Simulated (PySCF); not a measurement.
Job for PySCF: R-HF/STO-3G on C2H5Al (SMILES C=[CH][AlH2]), a point of a bond scan (R = 2.373 Å).

```python
from pyscf import gto, scf, dft, mp
from pyscf.data.elements import chemcore

mol = gto.M(
    atom='''
    Al   -0.13640480    0.16293037    1.16257739
    H    -1.15451493    2.30505987    1.24513577
    H     0.17826312   -0.64444815    2.48571591
    C     0.29151772   -0.55237827   -0.58963342
    C     0.01802875    0.14494252   -1.69877918
    H     0.75944852   -1.52587481   -0.73005893
    H     0.24169125   -0.21989595   -2.69843926
    H    -0.44827436    1.12572183   -1.65786457
    ''',
    basis='sto-3g',
    charge=0, spin=0, verbose=3, max_memory=1800)
mf = scf.RHF(mol)
mf.conv_tol = 1e-8
mf.max_cycle = 100
mf.kernel()
if not mf.converged:
    mf = mf.newton().run(mf.mo_coeff, mf.mo_occ)
```

Program output:

```
converged SCF energy = -316.513997490862
```

Self-consistency was reached.

Cost: about 0.19 core-seconds (a rough figure).
